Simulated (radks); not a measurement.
Results of a calculation; reference values are marked as such.
Task: The mean radii <r> (bohr) of the occupied orbitals of an atom or ion are listed with their occupations. Level of theory: Dirac Kohn-Sham, PBE, spin-unpolarised, spherical densities, finite nucleus; Fermi nuclear charge, rms radius of each element as measured or else 0.836 A^(1/3) + 0.57 fm (a radial shooting solver on a logarithmic mesh with Libxc functionals).

orbital  occ.      <r>
1s1/2       2  0.01804
2s1/2       2  0.07542
2p1/2       2  0.06230
2p3/2       4  0.07032
3s1/2       2   0.1930
3p1/2       2   0.1827
3p3/2       4   0.1964
3d3/2       4   0.1709
3d5/2       6   0.1751

Name the element and its charge. Open shells, if any, fill j = l - 1/2 first.

Result: Z = 75, rhenium, charge +47: Re47+ in [Ar] 3d10. The 1s radius gives Z: for a bare nucleus <r> = (2 gamma + 1)/(2Z) with gamma = sqrt(1 - (Z/c)^2), 0.01783 bohr for Z = 75, and screening makes it slightly larger (0.01804 here). The occupations add up to 28, and the charge is Z minus that.
